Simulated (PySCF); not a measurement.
Species: GeH5N.
Bonds: N1–Ge2. Hydrogens: H3, H4 on N1; H5, H6, H7 on Ge2.

The closed-shell ground state was solved at several levels (PySCF, density fitting, gas phase). Geometry: GFN2-xTB; no solvent, vibrations or thermal averaging. The calculation is non-relativistic and has no spin–orbit coupling, an omission that weighs most on germanium.

| level | basis functions | total energy (Eh) | HOMO (eV) | LUMO (eV) | gap (eV) | dipole (D) |
| --- | --- | --- | --- | --- | --- | --- |
| PBE0/pcSseg-1 | 83 | -2134.1971 | -7.15 | 0.81 | 7.96 | 1.15 |
| B3LYP/pcJ-1 (pcSseg-1 on Ge) | 118 | -2134.5997 | -6.87 | 0.56 | 7.43 | 1.18 |

Problem. Estimate the row for CAM-B3LYP/def2-SVPD, a basis of 98 functions; the other rows only guide the guess.

Solution. Total energy -2134.5511 Eh, HOMO -8.69 eV, LUMO 0.91 eV, gap 9.60 eV, dipole 1.06 D.

Problem. Over all these levels, which gives the widest orbital gap and which the narrowest?

Solution. CAM-B3LYP/def2-SVPD (range-separated hybrid) has the widest, 9.60 eV, and B3LYP/pcJ-1 (pcSseg-1 on Ge) (global hybrid, 20 % exact exchange) the narrowest, 7.43 eV. Functional and basis both differ between the two, so the spread mixes both effects.

Problem. How far do the dipole and the HOMO energy spread over the levels?

Solution. The dipole runs from 1.06 to 1.18 D (mean 1.13 D) and the HOMO from -8.69 to -6.87 eV.
